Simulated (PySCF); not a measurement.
PBE0 on V⁺ (vanadium, charge +1)

Configuration: [Ar] 3d3 4p1, one real determinant (an excited configuration). Computed with PySCF 2.14 in x2c-QZVPPall, with the spin-free X2C one-electron Hamiltonian (Gaussian nucleus).

| Property | Result |
| --- | --- |
| Total energy | -948.595 hartree |
| One-electron energy | -1294.028 hartree |
| Hartree (Coulomb) energy | 390.683 hartree |
| Exchange-correlation energy | -45.250 hartree |
| ⟨S²⟩ | 6.0007 |
| ⟨L²⟩ | 14.009 |
| Sum of ⟨r⟩ | 18.07 bohr |
| Sum of ⟨r²⟩ | 32.51 bohr² |
| Traceless quadrupole moment −½Σ⟨3z² − r²⟩ along its main axis | -6.21 e·bohr² |
| Langevin diamagnetic susceptibility | -25.8 ×10⁻⁶ cm³/mol |

```
shell  electrons  mean orbital energy (eV)  spread (eV)  rms radius, mean of both spins (bohr)
 1s α          1                   -5409.0            0                                 0.0768
 1s β          1                   -5409.0            0                                 0.0768
 2s α          1                   -625.12            0                                  0.334
 2s β          1                   -623.99            0                                  0.334
 2p α          3                   -522.63        0.015                                  0.304
 2p β          3                   -521.64        0.090                                  0.304
 3s α          1                   -84.972            0                                   1.02
 3s β          1                   -81.454            0                                   1.02
 3p α          3                   -57.369        0.137                                   1.10
 3p β          3                   -53.541        0.306                                   1.10
 3d α          3                   -17.009        0.139                                   1.51
 4p α          1                    -8.603            0                                   3.94
```

⟨L²⟩ = 14.01 against 20 for a pure G term, so this real determinant mixes terms.

Densities and radii are taken from the X2C orbitals without a picture-change correction, which distorts them close to the nucleus.
